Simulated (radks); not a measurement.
Isoelectronic series with 14 electrons, each ion in its NIST ground configuration. Method: non-relativistic Kohn-Sham, PBE, spin-polarised, spherical densities, point nucleus; open shells are filled with parallel spins first (spin-orbit coupling, left out, can overturn this in heavy ions); computed with a radial shooting solver on a logarithmic mesh with Libxc functionals. Total energies (hartree) and orbital eigenvalues (eV):

| ion | configuration | E (hartree) | 3p up | 3s down | 3s up |
|---|---|---|---|---|---|
| Mn11+ | [Ne] 3s2 3p2 | -1101.23289 | -298.1818 | -323.0692 | -329.6975 |
| Fe12+ | [Ne] 3s2 3p2 | -1201.76742 | -343.4983 | -370.1988 | -377.2323 |
| Co13+ | [Ne] 3s2 3p2 | -1306.74940 | -391.8624 | -420.3759 | -427.8124 |
| Ni14+ | [Ne] 3s2 3p2 | -1416.17841 | -443.2707 | -473.5967 | -481.4345 |
| Cu15+ | [Ne] 3s2 3p2 | -1530.05412 | -497.7203 | -529.8585 | -538.0960 |
| Zn16+ | [Ne] 3s2 3p2 | -1648.37626 | -555.2088 | -589.1589 | -597.7947 |
| Ga17+ | [Ne] 3s2 3p2 | -1771.14458 | -615.7341 | -651.4959 | -660.5288 |
| Ge18+ | [Ne] 3s2 3p2 | -1898.35888 | -679.2948 | -716.8679 | -726.2970 |
| As19+ | [Ne] 3s2 3p2 | -2030.01901 | -745.8893 | -785.2736 | -795.0978 |
| Se20+ | [Ne] 3s2 3p2 | -2166.12482 | -815.5166 | -856.7117 | -866.9304 |
| Br21+ | [Ne] 3s2 3p2 | -2306.67618 | -888.1756 | -931.1814 | -941.7937 |
| Kr22+ | [Ne] 3s2 3p2 | -2451.67297 | -963.8655 | -1008.682 | -1019.687 |
| Rb23+ | [Ne] 3s2 3p2 | -2601.11512 | -1042.585 | -1089.212 | -1100.610 |
| Sr24+ | [Ne] 3s2 3p2 | -2755.00253 | -1124.335 | -1172.771 | -1184.561 |
| Zr26+ | [Ne] 3s2 3p2 | -3076.11286 | -1296.920 | -1348.976 | -1361.548 |
| Nb27+ | [Ne] 3s2 3p2 | -3243.33566 | -1387.755 | -1441.621 | -1454.583 |
| Mo28+ | [Ne] 3s2 3p2 | -3415.00348 | -1481.617 | -1537.292 | -1550.645 |
| Tc29+ | [Ne] 3s2 3p2 | -3591.11627 | -1578.507 | -1635.991 | -1649.734 |
| Ru30+ | [Ne] 3s2 3p2 | -3771.67400 | -1678.423 | -1737.717 | -1751.849 |
| Rh31+ | [Ne] 3s2 3p2 | -3956.67661 | -1781.367 | -1842.469 | -1856.991 |
| Pd32+ | [Ne] 3s2 3p2 | -4146.12410 | -1887.336 | -1950.248 | -1965.158 |
